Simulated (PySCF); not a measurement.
Fill in the blanks.

Compound: C8H8SSi.
SMILES: `C1=C[SiH2]C(c2cccs2)=C1`

Conformer (atom-mapped SMILES and torsion angles): `[CH:1]1=[CH:2][SiH2:3][C:4]([c:5]2[cH:6][cH:7][cH:8][s:9]2)=[CH:10]1`: Si3–C4–C5–C6 1°.

```json
{"property": "point group", "level": "PBE0-D3(BJ)/def2-SVP", "value": "Cs"}
{"property": "rotational constants A, B, C", "level": "PBE0-D3(BJ)/def2-SVP", "value": "2.570, 0.619, 0.502 GHz"}
{"property": "dipole moment", "level": "CAM-B3LYP/def2-SVPD", "value": "0.17 D"}
{"property": "HOMO energy", "level": "CAM-B3LYP/def2-SVPD", "value": "-7.07 eV"}
{"property": "LUMO energy", "level": "CAM-B3LYP/def2-SVPD", "value": "-1.00 eV"}
{"property": "lowest singlet excitation", "level": "TDDFT CAM-B3LYP/def2-SVPD", "value": "3.50 eV (354 nm, f = 0.304)"}
{"property": "lowest triplet excitation (Tamm–Dancoff)", "level": "TDA CAM-B3LYP/def2-SVPD", "value": "2.02 eV"}
{"property": "static isotropic polarisability", "level": "CAM-B3LYP/def2-SVPD", "value": "143.3 au"}
{"property": "vertical ionisation energy", "level": "ΔSCF CAM-B3LYP/def2-SVPD", "value": "7.57 eV"}
{"property": "vertical electron affinity", "level": "ΔSCF CAM-B3LYP/def2-SVPD", "value": "?"}
{"property": "electronic spatial extent ⟨r²⟩ about the centre of nuclear charge", "level": "CAM-B3LYP/def2-SVPD", "value": "?"}
{"property": "13C chemical shifts (computed TMS as zero) by class", "level": "GIAO PBE/pcSseg-1", "value": "157.3 (1 C), 148.7 (1 C), 141.8 (1 C), 140.3 (1 C), 130.9 (1 C), 129.9 (1 C), 129.5 (1 C), 125.2 (1 C) ppm"}
{"property": "1H chemical shifts (computed TMS as zero) by class", "level": "GIAO PBE/pcSseg-1", "value": "7.18 (1 H), 7.15 (1 H), 6.97 (1 H), 6.88 (1 H), 6.88 (1 H), 6.00 (1 H), 5.00 (2 H) ppm"}
{"property": "isotropic shieldings of nuclei other than C and H, by class", "level": "GIAO PBE/pcSseg-1", "value": "?"}
```

Gas-phase values; electronic properties from PySCF, density fitting. Geometry: PBE0-D3(BJ)/def2-SVP, one conformer, isolated molecule.

The vertical electron affinity?

0.51 eV.

What is the electronic spatial extent ⟨r²⟩ about the centre of nuclear charge?

2145 bohr².

The isotropic shieldings of nuclei other than C and H, by class?

380 (1 Si), 269 (1 S) ppm.

The vertical singlet–triplet gap S1 − T1 is 1.48 eV (TDDFT singlet less Tamm–Dancoff triplet; S1: HOMO→LUMO, weight 0.96; T1: HOMO→LUMO, weight 0.90). The ΔSCF ionisation energy exceeds −ε(HOMO) by 0.50 eV with CAM-B3LYP. The polarisability is 21.24 Å³ as a volume (1 au = 0.148185 Å³), or 1.67 au for each of the 86 electrons.
